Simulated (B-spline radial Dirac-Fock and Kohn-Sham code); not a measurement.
Z = 33 (arsenic), transition energy 1140 keV. Method: a Dirac-Hartree-Slater potential of the neutral atom with a Latter tail (no hole, which puts coefficients of high multipoles low close above an edge), finite nucleus with surface currents. Computed with an atomic code on a B-spline grid. Subshells that would emit electrons below 1 keV are left out, and so is internal pair formation.

Q: A pure transition shows α(K) = 0.000507, L1/L2 = 33.5 and L1/L3 = 55.3. What is its multipolarity?
A. E2
B. E1
C. M2
D. E3
E. M1
F. M4
G. M3
H. E4

A: D. For comparison, α(K), L1/L2, L1/L3 are E1 0.000117, 148, 65.7; E2 0.000257, 67.6, 64.7; E4 0.000964, 19.3, 43.4; M1 0.000236, 102, 144; M2 0.000517, 61.9, 166; M3 0.00102, 41.7, 111; M4 0.00196, 30.1, 61.9.
